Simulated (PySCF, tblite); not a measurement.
Compound: C₄H₈Si.
Structure used (GFN2-xTB), in Å, numbered top down from 1:
```xyz
13
C4H8Si angstrom
C      1.9275   -0.1994   -0.5196
C      0.5003   -0.0204   -0.1351
C     -0.1827    1.1103    0.0755
C     -1.5812    0.6807    0.4362
Si    -0.9841   -1.1399    0.2322
H      2.0003   -0.7382   -1.4642
H      2.4527   -0.7850    0.2347
H      2.4248    0.7641   -0.6255
H      0.1584    2.1340    0.0107
H     -2.3349    1.0409   -0.2634
H     -1.8847    0.9990    1.4331
H     -1.5605   -1.8942   -0.8807
H     -0.9405   -1.9514    1.4484
```

The calculation used wB97X-D/def2-SVPD in PySCF (dipole) on a GFN2-xTB geometry, gas phase.

Masses are those of the commonest isotopes; rigid-rotor values at the optimised geometry. 

Question: What are A, B and C (MHz)?

Answer: Ia = 76.21, Ib = 144.60, Ic = 208.73 u·Å²; 505379 MHz·u·Å²/I gives A = 6631, B = 3495, C = 2421 MHz.

Question: What kind of rotor is it?

Answer: An asymmetric top: κ = (2 × 3495 − 6631 − 2421)/(6631 − 2421) = -0.49.

Question: What does the inertial defect say?

Answer: Not planar: Δ = Ic − Ia − Ib = -12.08 u·Å². For a rigid frame Δ = −2 Σ m c², so Σ m c² = 6.04 u·Å² lies off the ab plane, practically all of it from hydrogen. The atom farthest from that plane is 1.21 Å away.

Question: Give the other two planar moments, Paa and Pbb, and the rms extents of the mass along the axes.

Answer: Paa = Σ m a² = (Ib + Ic − Ia)/2 = 138.56 and Pbb = Σ m b² = (Ia + Ic − Ib)/2 = 70.17 u·Å². With the mass M = 84.04 u, the rms extents √(P/M) along a, b and c are 1.28, 0.91, 0.27 Å.

Question: List the rotational levels J(Ka,Kc) to J = 3 (MHz).

Answer: Above 0(0,0):
J = 1: 1(0,1) 5916, 1(1,1) 9052, 1(1,0) 10126
J = 2: 2(0,2) 17517, 2(1,2) 19811, 2(1,1) 23033, 2(2,1) 32441, 2(2,0) 32673
J = 3: 3(0,3) 34402, 3(1,3) 35817, 3(1,2) 42228, 3(2,2) 50190, 3(2,1) 51285, 3(3,1) 68687, 3(3,0) 68719

Question: Predict some low-J microwave lines.

Answer: The dipole components are |μa| = 0.27 D, |μb| = 0.05 D, |μc| = 0.00 D; the mirror of this Cs structure is the ab plane, so μc vanishes by symmetry and there are no c-type lines. Intensities carry the squares of the components, which stand as 1.00 : 0.04 (a : b). Some lines, for components of 0.1 D or more:

```
type  branch         J(Ka,Kc)    MHz  lower level (cm⁻¹)
   a       Q  3(2,1) ← 3(2,2)   1096               1.674
   a       Q  4(2,2) ← 4(2,3)   2958               2.457
   a       Q  2(1,1) ← 2(1,2)   3222               0.661
   a       R  1(0,1) ← 0(0,0)   5916               0.000
   a       Q  4(1,3) ← 4(1,4)  10520               1.900
   a       R  2(1,2) ← 1(1,1)  10759               0.302
   a       R  2(0,2) ← 1(0,1)  11601               0.197
   a       R  2(1,1) ← 1(1,0)  12906               0.338
   a       R  3(1,3) ← 2(1,2)  16006               0.661
   a       R  3(2,2) ← 2(2,1)  17749               1.082
   a       R  4(2,3) ← 3(2,2)  23483               1.674
   a       R  4(3,2) ← 3(3,1)  24048               2.291
   a       R  4(1,3) ← 3(1,2)  25243               1.409
   a       R  4(2,2) ← 3(2,1)  25345               1.711
```

Question: Estimate the classical rotational partition function at 10 K, 50 K and 298.15 K.

Answer: Point group Cs, symmetry number σ = 1; q = (√π/σ)·√((kT/h)³/(ABC)), k/h = 20836.6 MHz/K: 712 at 10 K, 7960 at 50 K, 116000 at 298.15 K.

Its GFN2-xTB frequencies are all real (lowest 112 cm⁻¹). These are rigid-rotor constants of the computed structure; measured ground-state constants (B0) also hold zero-point vibration. A rigid rotor knows nothing of internal rotation, which can split or shift real lines.

On Arm Neoverse N1, one thread, shared host, this took 41 s wall (with the writing of density and orbital grids) and 0.78 GiB of memory at its peak. This is the wB97X-D/def2-SVPD job that gave the dipole, with the excitations it also computed.
